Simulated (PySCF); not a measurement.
All values below come from ωB97X-D3(BJ)/def2-TZVP // PBE0-D3(BJ)/def2-TZVP (PySCF). All species are isolated molecules in the gas phase. Delta-SCF ions had no search for a lower state. 

Reference species (SMILES): `B1C=C1` (neutral, multiplicity 1).

```json
{
 "HOMO": "-10.52 eV",
 "vertical ionisation energy (Delta-SCF)": "10.76 eV",
 "HOMO–LUMO gap": "12.54 eV"
}
```

Changed species: `BC#C`.

What does the change do to the HOMO, vertical ionisation energy (Delta-SCF) and HOMO–LUMO gap?

the HOMO hardly moves; the vertical ionisation energy (Delta-SCF) falls by 0.10 eV, to 10.66 eV; the HOMO–LUMO gap falls by 2.26 eV, to 10.28 eV.
